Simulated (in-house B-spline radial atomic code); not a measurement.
Computed with a B-spline radial atomic code. Model: two electrons, singlet ground state, non-relativistic, full CI in B-splines with partial waves to l = 8 (at full coupling up to 3e-4 hartree above the limit, correlation up to 0.6 % small), density held at that of full coupling by Lieb maximisation.

Along the adiabatic connection the electron repulsion is scaled by a coupling λ while a local potential keeps the density fixed. At λ = 0 the system is the Kohn-Sham one and W equals the exchange energy; the exchange-correlation energy is the area under W between 0 and 1. The kinetic energy rises with λ as the electrons avoid each other, with dT/dλ = −λ dW/dλ.

Command:
```bash
python run_ac.py task.json out
```
Settings (lengths in bohr, energies in hartree):
```
potential              dot
strength               0.147
lmax                   8
second                 1.5
```

Run time, properties included: 67 s on 1 thread of Intel(R) Xeon(R) Processor @ 2.30GHz (shared host).

**W = mean repulsion less Hartree energy, and W of three functionals.**

Given: confinement charge in harmonic well; well frequency 0.147 hartree; nuclear charge 1.5; external potential omega^2 r^2/2 - Z/r.

Computed: PBE exchange minus exact 8.4969 millihartree; SCAN exchange minus exact -3.677 millihartree.

| coupling | W xc (hartree) | W xc minus exchange (millihartree) | kinetic minus Kohn-Sham (millihartree) | LDA (PW92) W minus its exchange (millihartree) | PBE W minus its exchange (millihartree) | SCAN W minus its exchange (millihartree) |
| --- | --- | --- | --- | --- | --- | --- |
| 0 | -0.74577 | 0 | 0 | 0 | 0 | 0 |
| 0.02 | -0.74769 | -1.922 | 0.02 | -11.1 | -1.76 | -1.81 |
| 0.05 | -0.75053 | -4.76 | 0.12 | -22.4 | -4.44 | -4.45 |
| 0.12 | -0.75695 | -11.184 | 0.66 | -42.15 | -10.69 | -10.33 |
| 0.25 | ? | ? | ? | ? | ? | ? |
| 0.4 | -0.78015 | -34.38 | 6.61 | -92.79 | -34.12 | -31.05 |
| 0.6 | ? | ? | ? | ? | ? | ? |
| 0.8 | -0.80759 | -61.825 | 22.88 | -138.46 | -62.56 | -55.3 |
| 1 | -0.81931 | -73.543 | 33.4 | -155.9 | -74.86 | -65.7 |
| 1.4 | -0.83959 | -93.821 | 57.61 | -184.47 | -96.41 | -83.9 |
| 2 | -0.86392 | -118.15 | 98.65 | -217.24 | -122.87 | -106.24 |
| 3 | -0.89352 | -147.75 | 171.74 | -256.48 | -156.44 | -134.5 |
| 4.5 | -0.92294 | -177.17 | 280.4 | -296.33 | -192.07 | -164.01 |
| 7 | -0.95241 | -206.64 | 446.4 | -338.68 | -231.1 | -194.87 |
| 10 | -0.9733 | -227.53 | 621.41 | -371 | -261.46 | -216.94 |

**Question.** What belongs in the row 0.25?

**Answer.** W xc (hartree): -0.76819; W xc minus exchange (millihartree): -22.424; kinetic minus Kohn-Sham (millihartree): 2.73; LDA (PW92) W minus its exchange (millihartree): -69.06; PBE W minus its exchange (millihartree): -21.93; SCAN W minus its exchange (millihartree): -20.43.

**Question.** What belongs in the row 0.6?

**Answer.** W xc (hartree): -0.79461; W xc minus exchange (millihartree): -48.838; kinetic minus Kohn-Sham (millihartree): 13.81; LDA (PW92) W minus its exchange (millihartree): -117.92; PBE W minus its exchange (millihartree): -49.04; SCAN W minus its exchange (millihartree): -43.83.

**Question.** What is the LDA exchange minus exact?

**Answer.** 102.89 millihartree.

**Energy parts, natural occupations and partial-wave weights.**

Computed: total energy -1.4139 hartree; kinetic part of the DFT correlation energy 0.033403 hartree; initial slope twice GL2 -0.096669 hartree; kinetic part over minus potential part 0.4542; Hartree energy 1.4915 hartree; Kohn-Sham kinetic 1.5236 hartree; Lieb Oxford ratio E_xc over LDA exchange 1.2225.

```
natural  occupation of the shell (electrons)
      s                               1.9728
      p                                    ?
      s                             0.012812
      d                           0.00048666
      p                           0.00035516
      s                           0.00016364
```

**Question.** What belongs in the row p?

**Answer.** occupation of the shell (electrons): 0.013153.

```
wave      weight
   s     0.99291
   p           ?
   d  0.00026957
   f  3.5376e-05
   g  7.9341e-06
```

**Question.** What belongs in the row p?

**Answer.** weight: 0.0067694.

**Question.** What is the correlation energy?

**Answer.** -0.04014 hartree.

**Question.** What is the exchange energy?

**Answer.** -0.74577 hartree.

Half-way to full coupling W has made 57 % of its drop, against 50 % for a straight line, and second-order (GL2) theory, half the initial slope, overshoots the correlation energy by about 20 %: a moderate bend, as in light atoms. Over couplings 0 to 1 the errors in E_xc come to about +45 millihartree for LDA, +8.4 millihartree for PBE, +0.4 millihartree for SCAN, so SCAN is nearest. In LDA and PBE and SCAN the errors of exchange and correlation have opposite signs, so the sum is smaller than the larger of the two.
